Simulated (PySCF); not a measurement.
FHSSi, SMILES S[Si]F (connectivity only; charge and spin as stated), neutral, multiplicity 1.

The structure is a stationary point at PBE-D3(BJ)/def2-TZVP. Other conformers were not sampled.

All values below come from PySCF with CAM-B3LYP/def2-TZVPD.

Gas-phase values at a fixed geometry.

```yaml
total_energy: -788.25318 hartree
point_group: Cs
highest_occupied_level: -8.68 eV
lowest_empty_level: -1.25 eV
orbital_gap: 7.43 eV
dipole_moment: 1.72 D
quadrupole, principal values (traceless, Buckingham form, about the centre of nuclear charge): -2.16, 0.74, 1.42 D·Å
mean_static_polarisability: 53.2 bohr³ (7.89 Å³)
polarisability_principal_values: 44.2, 45.9, 69.7 bohr³
```
